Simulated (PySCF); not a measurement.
# Radial density of Ni⁺ (nickel, charge +1)

UHF, [Ar] 3d8 4s1, high-spin 4F determinant (an excited configuration). Calculation: PySCF 2.14, in dyall-av2z (16s12p7d2f, 101 functions); the non-relativistic Hamiltonian (point nucleus).

```json
{"r (bohr)": "0.000947", "4πr²ρ (e/bohr)": "0.1597", "4πr²(ρα − ρβ)": "0.0001"}
{"r (bohr)": "0.00159", "4πr²ρ (e/bohr)": "0.4361", "4πr²(ρα − ρβ)": "0.0002"}
{"r (bohr)": "0.00268", "4πr²ρ (e/bohr)": "1.161", "4πr²(ρα − ρβ)": "0.0004"}
{"r (bohr)": "0.00451", "4πr²ρ (e/bohr)": "2.966", "4πr²(ρα − ρβ)": "0.0010"}
{"r (bohr)": "0.00758", "4πr²ρ (e/bohr)": "7.062", "4πr²(ρα − ρβ)": "0.0025"}
{"r (bohr)": "0.0128", "4πr²ρ (e/bohr)": "14.98", "4πr²(ρα − ρβ)": "0.0051"}
{"r (bohr)": "0.0215", "4πr²ρ (e/bohr)": "26.19", "4πr²(ρα − ρβ)": "0.0081"}
{"r (bohr)": "0.0361", "4πr²ρ (e/bohr)": "33.63", "4πr²(ρα − ρβ)": "0.0070"}
{"r (bohr)": "0.0607", "4πr²ρ (e/bohr)": "29.36", "4πr²(ρα − ρβ)": "-0.0009"}
{"r (bohr)": "0.102", "4πr²ρ (e/bohr)": "28.36", "4πr²(ρα − ρβ)": "0.0188"}
{"r (bohr)": "0.172", "4πr²ρ (e/bohr)": "38.30", "4πr²(ρα − ρβ)": "0.1788"}
{"r (bohr)": "0.289", "4πr²ρ (e/bohr)": "23.12", "4πr²(ρα − ρβ)": "0.7768"}
{"r (bohr)": "0.486", "4πr²ρ (e/bohr)": "17.76", "4πr²(ρα − ρβ)": "1.9493"}
{"r (bohr)": "0.817", "4πr²ρ (e/bohr)": "17.32", "4πr²(ρα − ρβ)": "1.8685"}
{"r (bohr)": "1.37", "4πr²ρ (e/bohr)": "4.636", "4πr²(ρα − ρβ)": "0.8468"}
{"r (bohr)": "2.31", "4πr²ρ (e/bohr)": "0.8630", "4πr²(ρα − ρβ)": "0.5324"}
{"r (bohr)": "3.89", "4πr²ρ (e/bohr)": "0.1620", "4πr²(ρα − ρβ)": "0.1504"}
{"r (bohr)": "6.54", "4πr²ρ (e/bohr)": "0.004284", "4πr²(ρα − ρβ)": "0.0043"}
```
